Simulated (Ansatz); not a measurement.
`[Cl][Sn]([Cl])([Br])[Br]` at its PBE0-D4/def2-TZVP geometry, where that method's forces vanish. Total charge 0; spin multiplicity 1. Sn takes the def2 core potential.

```xyz
5

Cl    1.2142    1.4423    1.3243
Sn    0.0166    0.0030   -0.0011
Cl    1.4591   -0.9624   -1.5011
Br   -0.9919   -1.7301    1.3866
Br   -1.6980    1.2473   -1.2087
```

What forces (eV/Å) does B3LYP-D4/def2-TZVPP give on these atoms in the Gaussian-basis code of Ansatz? (An estimate is asked.)

Computed: 
```
Cl1  0.196  0.233  0.215
Sn2 -0.048 -0.009  0.003
Cl3  0.235 -0.156 -0.243
Br4 -0.141 -0.245  0.197
Br5 -0.241  0.177 -0.171
```

B3LYP here is the variant with VWN-RPA as its local correlation; programs differ in this.
